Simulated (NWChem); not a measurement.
System: BH2, doublet; SMILES [BH2]

Results from NWChem. Spin-unrestricted. In the optimisation the excess spin sits in a1 (C2v, its own frame). Coordinates come from a B3LYP/6-31G* (spherical d), spin-unrestricted optimisation. No stability test was run on the SCF state. Principal shifts from the free-electron g value, in parts per thousand; spin-orbit coupling by linear response on scalar ZORA.

**Question.** What does the run give for PBE0/x2c-SVPall, ZORA? Quantities: Δg1 (ppt); Δg2 (ppt); Δg3 (ppt); isotropic Δg (ppt).

**Answer.** 
```yaml
"Δg1 (ppt)": -1.96
"Δg2 (ppt)": -0.06
"Δg3 (ppt)": 0.20
isotropic Δg (ppt): -0.60
```
